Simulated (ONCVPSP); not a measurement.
lithium, ONCV: configuration errors across variants

- Element: Li (Z = 3)
- Generator: ONCVPSP 4.0.1
- Type: optimised norm-conserving Vanderbilt (ONCV)
- Functional: PBEsol
- Relativity: non-relativistic
- Frozen core: none
- Valence charge: 3
- Reference configuration: 1s2 2p1
- Partial waves: 1s: rc 0.45 bohr, ncon 4, nbas 9, qcut 13.2 1/bohr, 1 projector; 2p: rc 4.00 bohr, ncon 3, nbas 8, qcut 1.8 1/bohr, 2 projectors, debl 1.8 Ha
- Local potential: polynomial inside 0.30 bohr (lpopt 1, dvloc0 0 Ha)
- Core correction: none

All-electron excitation energies from the reference (eV): (1) 1s2 2s1 2p0 -1.761; (2) 1s2 2p0 3.426; (3) 1s2 2s0.5 2p0 0.252.

Errors AE − PS in meV (a dash: test not solved or not reliable):

```
     change  (1)  (2)   (3)  bound ghosts  GHOST(+) flags above zero
       base  -24  +35  -0.4          none                       none
p: qcut 1.1  -32  +48  -0.3          none                       none
p: qcut 1.3  -30  +45  -0.2          none                       none
p: qcut 1.7  -25  +37  -0.3          none                       none
p: qcut 1.9  -23  +32  -0.5          none                       none
p: qcut 2.2    –    –     –          none                       none
p: qcut 2.3    –    –     –          none                       none
```

Problem. Give the same row for: p: qcut 2.6.

Solution. -15, +20, -0.9; bound ghosts: none; GHOST(+) flags above zero: p.
